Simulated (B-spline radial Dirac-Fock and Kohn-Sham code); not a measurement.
# Binding energies of P⁵⁺

System: P⁵⁺, [He] 2s2 2p6, inside a Watson sphere of charge -5 and radius 2.4 Å (a model of the Madelung potential; inside it an electron's potential energy is raised by 30.0 eV); nuclear rms radius 3.1889 fm (A = 31).

Calculated with a B-spline atomic structure program, using Dirac-Fock (average of configuration) total-energy differences with a finite nucleus, the Breit interaction including its frequency dependence, and self-energy and vacuum-polarisation corrections. Electron correlation is not included. Energies are counted from the vacuum level.

All terms are in eV, carry their sign (relaxation lowers the binding energy) and add up to the binding energy; ⟨r⟩ is the mean radius of the orbital in the initial state.

| subshell | −ε (Koopmans) | relaxation | Gaunt | retardation | self-energy | vacuum polarisation | binding energy | ⟨r⟩ (bohr) |
| --- | --- | --- | --- | --- | --- | --- | --- | --- |
| K (1s) | 2231.4 | -21.10 | -1.34 | 0.05 | -0.57 | 0.04 | 2208.5 | 0.103 |
| L1 (2s) | 250.1 | -2.40 | -0.06 | 0.00 | -0.05 | 0.00 | 247.6 | 0.511 |
| L2 (2p1/2) | 193.0 | -3.12 | -0.11 | 0.01 | 0.01 | 0.00 | 189.7 | 0.476 |
| L3 (2p3/2) | 192.0 | -3.08 | -0.07 | 0.01 | 0.01 | 0.00 | 188.8 | 0.479 |

For the deepest level, K (1s), the Breit terms make up -0.058 % of the binding energy, QED -0.024 % and orbital relaxation -0.956 %.
